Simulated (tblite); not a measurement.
Species: C7H14AlNO.
Numbering: `[CH3:1][CH2:2][CH2:3][C:4]#[C:5][C@H:6]([CH:7]=[O:8])[AlH2-:9][NH3+:10]` (hydrogens: H11, H12, H13 on C1; H14, H15 on C2; H16, H17 on C3; H18 on C6; H19 on C7; H20, H21 on Al9; H22, H23, H24 on N10)
Bond orders are those of one Lewis drawing.

Computed with GFN2-xTB (tblite), gas phase: L-BFGS steps from a force-field or distance-geometry start until the largest atomic force falls under 0.01 eV/Å.

Step 73: E = -819.8573 eV
```
atom  x, y, z in Å  |  force x, y, z in eV/Å
C1      3.1198    2.3800   -0.0331   -0.022   0.015  -0.016
C2      1.8021    1.6123   -0.0459   -0.004  -0.010  -0.001
C3      1.8164    0.4811    0.9897   -0.020  -0.022   0.013
C4      0.6117   -0.3316    0.9630   -0.010   0.034  -0.026
C5     -0.3780   -1.0197    0.9375   -0.005  -0.056  -0.023
C6     -1.4874   -1.9393    0.9115    0.042   0.003   0.056
C7     -1.5723   -2.8484   -0.1864    0.053   0.035   0.039
O8     -1.1897   -2.6156   -1.3415   -0.025   0.009  -0.009
Al9    -2.9550   -0.6008    0.1200    0.039   0.001  -0.052
N10    -1.7525   -0.0030   -1.3630   -0.049   0.053   0.058
H11     3.2992    2.8225    0.9454   -0.005  -0.036  -0.016
H12     3.0993    3.1807   -0.7685   -0.001   0.013  -0.011
H13     3.9517    1.7195   -0.2735   -0.032   0.014   0.031
H14     0.9772    2.2969    0.1685   -0.010  -0.014   0.025
H15     1.6401    1.1924   -1.0424    0.011  -0.030  -0.010
H16     1.9350    0.9105    1.9887   -0.015  -0.010   0.014
H17     2.6801   -0.1646    0.7977   -0.018  -0.014   0.004
H18    -1.6765   -2.3789    1.8895   -0.019  -0.029  -0.019
H19    -2.0939   -3.8009    0.0176    0.028   0.032   0.004
H20    -3.2396    0.4580    1.1865    0.039   0.091   0.044
H21    -4.1141   -1.2640   -0.6665    0.009  -0.020  -0.011
H22    -2.1694    0.2979   -2.2417   -0.018  -0.015  -0.038
H23    -1.3508   -0.9760   -1.5173    0.020  -0.051  -0.069
H24    -0.9652    0.6109   -1.1538    0.012   0.007   0.012
```

Step 74: E = -819.8591 eV
```
atom  x, y, z in Å  |  force x, y, z in eV/Å
C1      3.1121    2.3788   -0.0336   -0.023   0.023  -0.020
C2      1.7957    1.6094   -0.0446    0.006  -0.008   0.001
C3      1.8155    0.4818    0.9947   -0.028  -0.019   0.010
C4      0.6125   -0.3335    0.9680   -0.015   0.015  -0.022
C5     -0.3777   -1.0211    0.9387    0.000  -0.066  -0.033
C6     -1.4876   -1.9408    0.9067    0.051  -0.025   0.056
C7     -1.5696   -2.8517   -0.1911    0.024   0.066   0.027
O8     -1.1829   -2.6190   -1.3449   -0.028  -0.011  -0.002
Al9    -2.9484   -0.5905    0.1264    0.081   0.014  -0.039
N10    -1.7482   -0.0062   -1.3671   -0.019   0.042   0.023
H11     3.2913    2.8220    0.9446   -0.004  -0.033  -0.024
H12     3.0882    3.1782   -0.7703    0.009   0.021  -0.010
H13     3.9453    1.7196   -0.2741   -0.039   0.018   0.030
H14     0.9691    2.2928    0.1683    0.000  -0.022   0.023
H15     1.6347    1.1862   -1.0402    0.010  -0.028   0.001
H16     1.9333    0.9149    1.9923   -0.024  -0.014   0.010
H17     2.6835   -0.1591    0.8042   -0.038  -0.022   0.005
H18    -1.6776   -2.3854    1.8822   -0.022  -0.017  -0.001
H19    -2.0998   -3.8018    0.0104    0.065   0.065  -0.001
H20    -3.2174    0.4754    1.1909    0.043   0.089   0.037
H21    -4.1155   -1.2486   -0.6453   -0.022  -0.033  -0.034
H22    -2.1648    0.2962   -2.2464   -0.014  -0.016  -0.008
H23    -1.3485   -0.9801   -1.5258    0.001  -0.037  -0.043
H24    -0.9548    0.6025   -1.1625   -0.015   0.002   0.014
```

Step 75: E = -819.8610 eV
```
atom  x, y, z in Å  |  force x, y, z in eV/Å
C1      3.1040    2.3777   -0.0343   -0.020   0.024  -0.020
C2      1.7892    1.6060   -0.0435    0.012  -0.006   0.002
C3      1.8142    0.4821    0.9995   -0.028  -0.008   0.001
C4      0.6127   -0.3351    0.9727   -0.032  -0.013  -0.016
C5     -0.3775   -1.0231    0.9399    0.028  -0.053  -0.029
C6     -1.4872   -1.9427    0.9037    0.047  -0.051   0.035
C7     -1.5664   -2.8536   -0.1949   -0.010   0.079   0.007
O8     -1.1766   -2.6212   -1.3477   -0.025  -0.021   0.001
Al9    -2.9398   -0.5801    0.1323    0.097   0.033  -0.012
N10    -1.7447   -0.0087   -1.3710    0.018   0.007  -0.036
H11     3.2833    2.8204    0.9439   -0.005  -0.018  -0.023
H12     3.0775    3.1760   -0.7718    0.016   0.029  -0.008
H13     3.9384    1.7199   -0.2739   -0.037   0.014   0.021
H14     0.9610    2.2883    0.1683    0.007  -0.031   0.018
H15     1.6298    1.1795   -1.0384    0.006  -0.024   0.015
H16     1.9316    0.9189    1.9958   -0.033  -0.018   0.004
H17     2.6859   -0.1544    0.8103   -0.054  -0.033   0.007
H18    -1.6797   -2.3935    1.8751   -0.020  -0.004   0.028
H19    -2.1041   -3.8011    0.0041    0.094   0.084  -0.003
H20    -3.1945    0.4947    1.1949    0.052   0.069   0.014
H21    -4.1155   -1.2354   -0.6245   -0.042  -0.039  -0.048
H22    -2.1616    0.2947   -2.2508   -0.011  -0.012   0.026
H23    -1.3463   -0.9839   -1.5370   -0.025  -0.011  -0.002
H24    -0.9454    0.5945   -1.1709   -0.035   0.004   0.017
```

Q: Estimate the geometry and energy of step 76. (The exact step hangs on the optimiser's Hessian estimate; all steps are aligned on step 75, rigid shifts and turns removed.)

A: E = -819.8632 eV, largest force 0.136 eV/Å
```
atom  x, y, z in Å  |  force x, y, z in eV/Å
C1      3.0945    2.3768   -0.0355   -0.013   0.021  -0.016
C2      1.7820    1.6024   -0.0426    0.012  -0.004   0.003
C3      1.8118    0.4824    1.0045   -0.022   0.006  -0.009
C4      0.6118   -0.3363    0.9775   -0.038  -0.035  -0.007
C5     -0.3771   -1.0262    0.9411    0.054  -0.036  -0.013
C6     -1.4855   -1.9459    0.9020    0.029  -0.067   0.004
C7     -1.5635   -2.8531   -0.1991   -0.044   0.065  -0.011
O8     -1.1711   -2.6214   -1.3512   -0.016  -0.017  -0.002
Al9    -2.9282   -0.5679    0.1385    0.083   0.049   0.014
N10    -1.7404   -0.0120   -1.3754    0.057  -0.033  -0.086
H11     3.2741    2.8180    0.9429   -0.009   0.006  -0.013
H12     3.0663    3.1741   -0.7737    0.020   0.036  -0.006
H13     3.9299    1.7204   -0.2731   -0.024   0.004   0.004
H14     0.9521    2.2832    0.1683    0.010  -0.038   0.009
H15     1.6247    1.1719   -1.0365    0.000  -0.019   0.029
H16     1.9288    0.9229    1.9995   -0.043  -0.021  -0.004
H17     2.6869   -0.1499    0.8168   -0.066  -0.044   0.008
H18    -1.6818   -2.4041    1.8685   -0.012   0.013   0.054
H19    -2.1078   -3.7981   -0.0038    0.108   0.083   0.000
H20    -3.1677    0.5173    1.1995    0.064   0.036  -0.019
H21    -4.1151   -1.2220   -0.6024   -0.041  -0.032  -0.047
H22    -2.1572    0.2921   -2.2555   -0.012  -0.001   0.050
H23    -1.3442   -0.9897   -1.5488   -0.049   0.019   0.043
H24    -0.9349    0.5850   -1.1796   -0.050   0.009   0.017
```

The energy changes by -0.0022 eV. The first-order estimate −F·Δx gives -0.0030 eV and the mean of the old and new forces, exact on a quadratic surface, -0.0022 eV. The step makes an angle of 80° with the force vector and moves no atom by more than 0.035 Å.

What follows is the cost of the whole relaxation. Time: 3.0 s. Hardware: one thread of an Arm Neoverse N1 (shared host).
